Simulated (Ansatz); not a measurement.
Abridged output of a molecular run in Ansatz:

```
Functional definition: HF
1610 factors; integrals over basis functions are off by at most 1.1e-3 eV
mean field evaluation 1: about -24269.6450 eV, gradient 4.7e1 eV
mean field evaluation 2: about -24269.9492 eV, gradient 4.8e1 eV
mean field evaluation 4: about -24274.5575 eV, gradient 4.4e0 eV
mean field evaluation 8: about -24274.6652 eV, gradient 6.2e-1 eV
mean field evaluation 16: about -24274.6674 eV, gradient 6.7e-6 eV
mean field -24274.66741632 eV, -892.0775735891 hartree, gradient 6.7e-6 eV, S^2 0.000000; 0 other end points of the search recorded, 0 dependent functions left out
14 core orbitals not correlated: weight in the atoms' cores, before any rotation towards them, 1.000 or more for the frozen orbitals, at most 0.000 for the correlated occupied ones
reference -24274.66741632 eV, -892.0775735891 hartree; 18, 18 occupied and 232, 232 virtual orbitals, 1610 factors
second order -30.33991774 eV of doubles, -0.00000000 eV of singles
cycle   1  -30.35978922 eV  change   -2.0e-2 eV  update   1.3e-1
cycle   2  -31.13003802 eV  change   -7.7e-1 eV  update   4.2e-2
cycle   3  -31.33283881 eV  change   -2.0e-1 eV  update   2.2e-2
cycle   4  -31.30778588 eV  change    2.5e-2 eV  update   5.2e-3
cycle   5  -31.30510331 eV  change    2.7e-3 eV  update   2.4e-3
cycle   6  -31.30718681 eV  change   -2.1e-3 eV  update   7.3e-4
cycle   7  -31.30699759 eV  change    1.9e-4 eV  update   2.6e-4
cycle   8  -31.30680564 eV  change    1.9e-4 eV  update   8.8e-5
cycle   9  -31.30683427 eV  change   -2.9e-5 eV  update   3.5e-5
cycle  10  -31.30686120 eV  change   -2.7e-5 eV  update   1.2e-5
perturbative correction -1.11281754 eV, -0.0408952903 hartree
Total energy: -24307.08709506 eV, -893.2689748079 hartree
```

Its atoms:

Cartesian coordinates in Å:
```
O 1.440 0.982 1.485
C 1.805 0.388 0.499
Si 0.467 -0.369 -0.648
F 0.773 -1.928 -0.785
F 0.668 0.255 -2.101
Si -1.680 0.034 0.192
H 2.894 0.295 0.281
H -1.792 -0.577 1.539
H -1.901 1.500 0.265
H -2.673 -0.580 -0.726
```

(1) Which basis set was used?
A. def2-SVPD
B. def2-TZVPP
C. def2-SVP
D. cc-pV(D+d)Z

(2) Write the keys of the input that set method, charge and spin (a neutral closed shell needs none for the last two).

## Answers

(1) B. It gives 264 functions.

(2) 
```yaml
correlation: {method: ccsd_t}
```
